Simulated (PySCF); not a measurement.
**Two-component Hartree-Fock for Xe⁺ (xenon, charge +1)**

Start: [Kr] 4d10 5s1 5p5 6s1; 5s1/2 filled at m_j = +1/2; 5p1/2 filled at m_j = -1/2, +1/2; 5p3/2 filled at m_j = -1/2, +1/2, +3/2; 6s1/2 filled at m_j = +1/2. Calculated with PySCF 2.14 in x2c-TZVPall-2c with one added diffuse shell each of s, p, d, f type (9s10p6d3f, 90 functions): generalised Hartree-Fock with the X2C-1e Hamiltonian and a Gaussian nucleus; one run each with spin-orbit coupling (SO) switched off, then screened by Boettger's factors. This is a chosen level, not necessarily the ground level.

| spinor shell | electrons | ε, spin-free (eV) | ε, screened SO (eV) | weight of nominal j (screened SO) | rms radius, screened SO (bohr) |
| --- | --- | --- | --- | --- | --- |
| 1s1/2 | 2 | -34744.0 | -34739.8 | 1.000 | 0.0305 |
| 2s1/2 | 2 | -5522.9 | -5521.6 | 1.000 | 0.124 |
| 2p1/2 | 2 | -4950.4 | -5176.3 | 1.000 | 0.107 |
| 2p3/2 | 4 | -4950.4 | -4848.9 | 1.000 | 0.112 |
| 3s1/2 | 2 | -1186.2 | -1185.7 | 1.000 | 0.326 |
| 3p1/2 | 2 | -996.96 | -1041.0 | 1.000 | 0.318 |
| 3p3/2 | 4 | -996.96 | -976.87 | 1.000 | 0.330 |
| 3d3/2 | 4 | -716.63 | -724.30 | 1.000 | 0.302 |
| 3d5/2 | 6 | -716.63 | -711.00 | 1.000 | 0.305 |
| 4s1/2 | 2 | -245.32 | -245.12 | 1.000 | 0.762 |
| 4p1/2 | 2 | -182.90 | -191.73 | 1.000 | 0.796 |
| 4p3/2 | 4 | -182.90 | -178.70 | 1.000 | 0.823 |
| 4d3/2 | 4 | -88.645 | -89.826 | 0.989 | 0.936 |
| 5s1/2 | 1 | -43.497 | -43.397 | 1.000 | 1.91 |
| 5p1/2 | 2 | -24.956 | -27.031 | 0.669 | 2.21 |
| 5p3/2 | 3 | -24.956 | -23.714 | 0.780 | 2.31 |
| 6s1/2 | 1 | -8.841 | -8.837 | 0.969 | 4.52 |

Problem. Where does 4d5/2 lie, and what is the 4d spin-orbit splitting (screened SO)?

Solution. At -87.594 eV, 2.231 eV above 4d3/2.

| quantity | spin-free | screened SO |
| --- | --- | --- |
| E (hartree) | -7440.98288 | -7443.41049 |
| M_J | 5/2 | 5/2 |
| ⟨J²⟩ | 8.942 | 8.946 |
| ⟨L²⟩ | 2.185 | 2.218 |
| ⟨S²⟩ | 3.757 | 3.784 |

Each row is a mean over spinors that exchange with the open shell spreads, by up to 4.107 eV (5p3/2).

Rows whose weight is well below 1 are mixtures of j = l ± 1/2: exchange outweighs spin-orbit coupling there, and the label is only the starting occupation.

⟨J²⟩ departs a little from M_J(M_J + 1) because the unrestricted spinors polarise the closed shells.

Breit and QED terms are absent; they matter most for the inner s and p1/2 levels.

Densities and radii are taken from the X2C orbitals without a picture-change correction, which distorts them close to the nucleus.

Without spin-orbit coupling the j labels of p, d and f shells carry no meaning; the spin-free column gives the mean over the occupied spinors of each nl shell, and its ⟨J²⟩ belongs to a mixture of degenerate components.
